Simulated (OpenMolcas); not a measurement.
# Ni5+, Pd5+, Pt5+: d⁵ down the group

```
Program             : OpenMolcas
Method              : MS-RASPT2, IPEA 0.25 Eh, imaginary shift 0.1 Eh
Basis               : ANO-R2
Scalar Hamiltonian  : X2C, finite nucleus
Spin-orbit coupling : state interaction with AMFI integrals over the reference wave functions, term energies averaged over their components
```

Active space for each ion: 11 electrons in 8 orbitals (RAS1 p, at most 2 holes; RAS2 d); closed shells correlated by CASPT2: Ni5+ 3s; Pd5+ 4s; Pt5+ 5s.

Computed levels in cm-1 above ⁶S_5/2:

```csv
Level,Ni5+,Pd5+,Pt5+
⁴G_7/2,43520,29240,25960
⁴G_11/2,43540,29420,27610
⁴G_9/2,43570,29570,28940
⁴P_1/2,48360,33480,31010
⁴D_7/2,52350,35100,35010
⁴D_1/2,52570,36750,40470
²I_11/2,63330,42430,40930
²I_13/2,63520,43520,45220
²F_7/2(1),70050,50570,58600
weight of ⁶S in the lowest level (%),100,98,81
```

Mixed levels, with the weight of the term that names them: Pd5+ ⁴P_1/2 (68 %), Pd5+ ⁴D_1/2 (68 %), Pd5+ ²F_7/2(1) (59 %), Pt5+ ⁴G_7/2 (60 %), Pt5+ ⁴G_11/2 (75 %), Pt5+ ⁴P_1/2 (59 %), Pt5+ ⁴D_7/2 (60 %), Pt5+ ⁴D_1/2 (66 %), Pt5+ ²I_11/2 (71 %), Pt5+ ²F_7/2(1) (61 %).

Measured, with the error of the calculation in %. Measured levels: Ni5+ from Corliss and Sugar, J. Phys. Chem. Ref. Data 10, 197 (1981).

```tsv
Level	Ni5+
⁴G_11/2	41921 (+3.9)
⁴P_1/2	46325 (+4.4)
⁴D_7/2	50331 (+4.0)
²I_11/2	61196 (+3.5)
²I_13/2	61280 (+3.7)
²F_7/2(1)	67085 (+4.4)
```

Without spin-orbit coupling ⁴G lies 43530, 29350, 26940 cm-1 above ⁶S in that order; the difference to the level ⁴G_7/2, of either sign, comes from spin-orbit coupling, which also lowers the zero.

CASPT2 does not keep the components of a term degenerate, so their means are used; among the terms shown or strongly mixed into the levels shown the widest spread is 870 cm-1 (4d⁵ ²I, Pd5+). Active for correlation alone: 3p; no level in the range computed is led by a configuration that opens it, so any true level of that kind is missing (holds for Ni5+). Active for correlation alone: 4p; no level in the range computed is led by a configuration that opens it, so any true level of that kind is missing (holds for Pd5+). Blocks of more than 70 roots (2S+1 = 2 even) ran without multistate coupling (holds for Pt5+). Active for correlation alone: 5p; no level in the range computed is led by a configuration that opens it, so any true level of that kind is missing (holds for Pt5+). Measured partners are found by configuration, term and J. A level has none where our copy of the source lacks it or the pairing is in doubt (some pairs that miss far off the trend of their configuration count as doubtful), and it then counts in no deviation. Levels of configurations outside the active space are missing.

A number in round brackets counts repeated terms of one configuration in the order of the reference energies.
